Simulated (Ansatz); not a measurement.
Basis-set extrapolation for C₇H₂₀N₂Si₂, SMILES `C[Si](C)(C)/N=C/N[Si](C)(C)C` (PBE0-D4/def2-TZVP geometry, frozen core, the Gaussian-basis code of Ansatz). Multiplicity 1, RHF reference.

|  | def2-TZVPP | def2-QZVPP |
| --- | --- | --- |
| HF | -963.792246 | -963.828474 |
| MP2 correlation | -1.882739 | -2.006668 |
| CCSD(T) correlation | -2.072354 | not run |

Energies in hartree. Use E(X) = E(∞) + A·exp(−7.88·√X) for Hartree–Fock and E(X) = E(∞) + B·X^(−2.97) for correlation, with X = 3 and 4, and add CCSD(T) minus MP2 of the smaller set to the MP2 limit.

Question: What is the CCSD(T) energy at the basis-set limit?

Answer: HF limit: -963.828474 + (-0.036228) × 0.13774 = -963.83346. MP2 limit: -2.006668 + (-0.123929) × 0.74074 = -2.09847. Higher-order term: -2.072354 − (-1.882739) = -0.18961. Total: -966.12154 hartree, 674.6 kJ/mol below CCSD(T)/def2-TZVPP.
